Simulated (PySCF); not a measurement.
Compound: C₃H₇NOSi.
Atom-mapped SMILES: `[O:1]=[CH:2][NH:3][SiH:4]1[CH2:5][CH2:6]1` (hydrogens: H7 on C2; H8 on N3; H9 on Si4; H10, H11 on C5; H12, H13 on C6)

Method: core-valence-separated Tamm–Dancoff BHandHLYP/aug-pcX-1 (pcseg-1 on H, def2-SVPD on Si) in PySCF, non-relativistic, gas phase, PBE0-D3(BJ)/def2-SVP geometry.

Computed oxygen K-edge spectrum, Gaussian lines of 0.3 eV full width, highest printed point 100; it ends one width below the last computed root. The energies are unshifted.

(photon energy (eV), absorption): (529.0, 2), (529.1, 14), (529.2, 51), (529.3, 97), (529.4, 100), (529.5, 56), (529.6, 17), (529.7, 3), (529.8, 0), (529.9, 0), (530.0, 0), (530.1, 0), (530.2, 0), (530.3, 0), (530.4, 0), (530.5, 0), (530.6, 0), (530.7, 0), (530.8, 0), (530.9, 0), (531.0, 0), (531.1, 0), (531.2, 0), (531.3, 0), (531.4, 0), (531.5, 0), (531.6, 0), (531.7, 0), (531.8, 0), (531.9, 0), (532.0, 0), (532.1, 0), (532.2, 0), (532.3, 0), (532.4, 0), (532.5, 0), (532.6, 0), (532.7, 0), (532.8, 0), (532.9, 2), (533.0, 7), (533.1, 12), (533.2, 12), (533.3, 6), (533.4, 2), (533.5, 0), (533.6, 0), (533.7, 1), (533.8, 3), (533.9, 7), (534.0, 12), (534.1, 12), (534.2, 8), (534.3, 5), (534.4, 4), (534.5, 3), (534.6, 2), (534.7, 1)

Task: Assign the maxima to core holes.

Result: 3 maxima:
- 529.4 eV: O1 (amide oxygen), 529.36 eV, f = 0.044, 1s→π*, 100 % of the height at the exact maximum
- 533.1 eV: O1 (amide oxygen), 533.14 eV, f = 0.005, 100 % of the height at the exact maximum
- 534.1 eV: O1 (amide oxygen), 534.04 eV, f = 0.005, 90 % of the height at the exact maximum

Roots within 0.03 eV on the same or equivalent atoms count as one line; shares under 12 % aren't listed.

Vibrational structure and lifetime widths aren't in the curve. The ionisation threshold wasn't computed; near and above it a finite basis only mimics Rydberg series and continuum.

Conformer computed: `[O:1]=[CH:2][NH:3][SiH:4]1[CH2:5][CH2:6]1`: O1–C2–N3–Si4 1°, C2–N3–Si4–C5 -151°.

One conformer stands for the species.
